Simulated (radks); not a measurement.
Fe+, 25 electrons, occupied as [Ar] 3d5 4s2 (not the ground configuration). Method: scalar-relativistic Kohn-Sham, PBE, spin-polarised, spherical densities, finite nucleus; open shells are filled with parallel spins first; Fermi nuclear charge, rms radius 3.7377 fm; computed with a radial shooting solver on a logarithmic mesh with Libxc functionals.

Local quantities along the radius. ELF = 1/(1 + alpha^2) is the electron localisation function; alpha = (tau - tau_W)/tau_unif compares the Pauli kinetic energy density with that of the uniform gas (summed over spins). tau is taken from the large components.

```
   r/bohr * ELF (the largest magnitude, 1, reaches the edge; | marks zero)
  0.00252 |                                                      *
 0.003308 |                                                      *
 0.004307 |                                                      *
 0.005608 |                                                      *
 0.007361 |                                                      *
 0.009585 |                                                      *
  0.01258 |                                                      *
  0.01638 |                                                      *
  0.02133 |                                                      *
    0.028 |                                                      *
  0.03646 |                                                    *
  0.04748 |                                                *
  0.06232 |                                 *
  0.08115 |                 *
   0.1057 |                *
   0.1387 |                               *
   0.1806 |                                           *
    0.237 |                                            *
   0.3087 |                            *
   0.4019 |         *
   0.5276 |                      *
   0.6869 |                                         *
   0.8945 |                                          *
    1.174 |                               *
    1.529 |             *
    1.991 |            *
    2.613 |                                *
    3.402 |                                               *
    4.466 |                                                   *
    5.815 |                                                   *
    7.572 |                                              *
```

On this mesh the ELF has minima near r = 0.093, 0.40, 1.8 bohr, which separate the shells, and maxima near 0.21 (0.83), 0.79 (0.80), 5.1 (0.94).
